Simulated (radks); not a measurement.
Results of a calculation; reference values are marked as such.
These are the eigenvalues of the occupied orbitals of an atom or ion with whole-number occupations (hartree). Level of theory: scalar-relativistic Kohn-Sham, exchange-only LDA, spin-polarised, spherical densities, finite nucleus; Fermi nuclear charge, rms radius of each element as measured or else 0.836 A^(1/3) + 0.57 fm (a radial shooting solver on a logarithmic mesh with Libxc functionals).

1s: -1113.349
2s: -170.3117
2p: -153.0980
3s: -34.18873
3p: -28.57599
3d: -19.98207
4s: -6.47546
4p: -4.75219
4d: -2.24681
5s: -1.39712

Which element is it, and in what charge state? The configuration may be excited. Open shells, if any, are filled with parallel spins first.

Answer. Z = 51, antimony, charge +3: Sb3+ in [Kr] 4d10 5s2. The list shows which subshells hold electrons but not how many an open one holds; the 1s level, -1113.3 hartree, gives Z - s = 47.2 by -(Z - s)^2/2, which with screening and relativity narrows Z to a few neighbours, and the depths of the outer levels then fix element, charge and occupations together.
